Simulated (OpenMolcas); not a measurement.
Computed levels of 5d2 in ions with 70 electrons, in cm-1 above 3F2.

| Item | Value |
| --- | --- |
| Program | OpenMolcas 26.06 |
| Method | XMS-CASPT2, IPEA 0.25 Eh, imaginary shift 0.1 Eh |
| Basis | ANO-RCC-VTZP |
| Scalar Hamiltonian | DKH2, point nucleus |
| Spin-orbit coupling | state interaction with AMFI integrals over the reference wave functions, term energies averaged over their components |

Active space for each ion: 2 electrons in 5 orbitals (5d); closed shells correlated by CASPT2: 5s 5p.

| Level | Hf2+ | Ta3+ | Re5+ | Os6+ | Ir7+ |
| --- | --- | --- | --- | --- | --- |
| 3F3 | 3140 | 4770 | 8270 | 10580 | 13050 |
| 3F4 | 6130 | 8930 | 14900 | 18500 | 22290 |
| 3P0 | 9510 | 11670 | 14880 | 16300 | 17770 |
| 3P1 | 11190 | 14290 | 19790 | 22860 | 26130 |
| 3P2 | 14340 | 18570 | 28300 | 33920 | 40020 |
| 1G4 | 15040 | 19100 | 27400 | 32090 | 37460 |
| 1S0 | 29290 | 36320 | 51650 | 58720 | 66710 |

Problem. Estimate 3F4, 3P0, 3P1 for W4+ from its neighbours Ta3+ and Re5+.

Solution. 3F4 is fine structure, which grows about as the fourth power of a screened charge, so the fourth roots are averaged: ((8930^0.25 + 14900^0.25) / 2)^4 = 11630. The calculation gives 11840, so the estimate is off by -1.8 %; the measured value is 11519 (the list in J. Phys. B 45, 065001 (2012)).
3P0 is another term, which grows about linearly with the charge: (11670 + 14880) / 2 = 13275. The calculation gives 13290, so the estimate is off by -0.1 %; the measured value is 12839 (the list in J. Phys. B 45, 065001 (2012)).
3P1 is another term, which grows about linearly with the charge: (14290 + 19790) / 2 = 17040. The calculation gives 16960, so the estimate is off by +0.5 %; the measured value is 16331 (the list in J. Phys. B 45, 065001 (2012)).

Mixed levels, with the weight of the term that names them: Hf2+ 3P2 (71 %), W4+ 3P2 (67 %), Re5+ 3P2 (62 %), Os6+ 3P2 (59 %), Ir7+ 3P2 (56 %).

Term energies are means over components that CASPT2 splits; among the terms shown or strongly mixed into the levels shown the widest spread is 660 cm-1 (5d2 3F, Ir7+). Configurations with an s electron lie low in 5d ions of this charge, fall among these levels and mix in, so low-spin terms can stand far too high, up to twice their true height, and weights are not those of the real levels (holds for Hf2+). Computed and measured levels are paired by configuration, term and J; levels that our copy of the source lacks, or whose pairing is in doubt (as where it misses far off the trend of its configuration), stay unpaired and out of the deviations. Only configurations of the active space appear.
